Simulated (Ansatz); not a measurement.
Cost and result for the atomization energy of C₂H₄BNOTe (`[TeH]B1CN=CO1`) (10 atoms, 10 bonds).

```
atom   x (Å)   y (Å)   z (Å)
 Te1   2.554   0.608  -0.945
  B2   0.593   0.138  -0.239
  C3  -0.023   0.183   1.209
  N4  -1.405  -0.262   0.978
  C5  -1.512  -0.487  -0.254
  O6  -0.417  -0.292  -1.074
  H7   2.181   0.250  -2.519
  H8  -0.028   1.175   1.673
  H9   0.462  -0.480   1.933
 H10  -2.404  -0.831  -0.764
```

The species carries charge 0 and has multiplicity 1. Correlated methods include outer-core shells of Te, which these sets cover unevenly. Te takes the def2 core potential. Geometry: relaxed with PBE0-D4/def2-TZVP. Program: Ansatz. All runs use 4 threads of an Arm Neoverse V1 on a shared host. Times are those of one run each, without the atoms' runs, and a repeat can differ threefold. Electronic energies, without spin–orbit coupling; frozen cores. CCSD(T)/CBS adds CCSD(T) − MP2 in def2-TZVPP to the MP2 limit, and its time is that of the two runs behind it. T1 = 0.014. With those shells the extrapolation isn't a true limit. HSE06 is the plane-wave form, built on full-range PBE exchange.

CCSD(T)/CBS is a level of theory with its own doubt, some kJ/mol a heavy atom from the limit and from the frozen cores, so smaller differences don't rank the functionals.

```tsv
level	functions	wall time
LDA (SPW92)/def2-TZVPP	261	1.8 s
BLYP-D4/def2-TZVPP	261	3.1 s
PBE-D4/def2-TZVPP (with forces)	261	3.4 s
HSE06-D4/def2-TZVPP	261	4.9 s
BHLYP-D4/def2-TZVPP	261	6.5 s
r2SCANh-D4/def2-TZVPP	261	8 s
B2PLYP/def2-TZVPP	261	9 s
B97M-V/def2-TZVPP	261	13 s
CCSD(T)/def2-SVP	116	16 s
ωB97M-V/def2-TZVPP (with forces)	261	16 s
MP2/def2-QZVPP	487	35 s
CCSD(T)/def2-TZVPP	261	7.7 min
CCSD(T)/CBS(def2)	–	8.3 min
```

Problem. What atomization energy does each give, and how far from CCSD(T)/CBS? (An estimate is asked.)

Solution. Ansatz gave: 
```tsv
level	atomization (kcal/mol)	difference from CCSD(T)/CBS	per bond
LDA (SPW92)/def2-TZVPP	1145.5	176.9	17.7
BLYP-D4/def2-TZVPP	977.7	9.1	0.9
PBE-D4/def2-TZVPP (with forces)	1010.7	42.1	4.2
HSE06-D4/def2-TZVPP	981.9	13.3	1.3
BHLYP-D4/def2-TZVPP	929.2	-39.4	-3.9
r2SCANh-D4/def2-TZVPP	965.5	-3.1	-0.3
B2PLYP/def2-TZVPP	959.7	-8.9	-0.9
B97M-V/def2-TZVPP	972.7	4.1	0.4
CCSD(T)/def2-SVP	914.2	-54.4	-5.4
ωB97M-V/def2-TZVPP (with forces)	971.8	3.2	0.3
MP2/def2-QZVPP	985.1	16.5	1.6
CCSD(T)/def2-TZVPP	938.6	-30.0	-3.0
CCSD(T)/CBS(def2)	968.6	0.0	0.0
```

From PBE to PBE0 (25 % exact exchange), in def2-TZVPP and without D4, the atomization energy moves by −28.7 kcal/mol: exact exchange takes away binding that semilocal exchange gives to molecules. In def2-TZVPP, CCSD(T) changes the Hartree–Fock value by +275.1 kcal/mol (the triples alone add +22.2 kcal/mol) and MP2 by +303.9 kcal/mol; breaking electron pairs costs correlation energy, which Hartree–Fock lacks. At CCSD(T), def2-SVP lies −54.4 kcal/mol from the extrapolated value and def2-TZVPP −30.0 kcal/mol: correlation converges slowly with the basis, and small sets miss more of it in the bonded molecule than in its fragments.

Spin–orbit coupling would lower the free Te atoms strongly, and the atomization energy with them, by more than many differences here.
